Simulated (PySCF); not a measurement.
I₂. Atoms are numbered in the order given.

```xyz
2

I      0.0000     0.0000    -1.3473
I      0.0000     0.0000     1.3473
```

The structure is a stationary point at B3LYP-D3(BJ)/def2-TZVP. The def2 effective core potentials stand for the cores of I; spin–orbit coupling is left out.

These are PySCF 2.14.0 with B3LYP-D3(BJ)/def2-TZVP values and carry that method's errors.

Frequencies are harmonic and unscaled.

Computed normal modes with their intensities:
```
mode  ν (cm⁻¹)  IR (km/mol)  moving atoms (share of kinetic energy)
----  --------  -----------  --------------------------------------
1          212          0.0                                 I 100 %
```
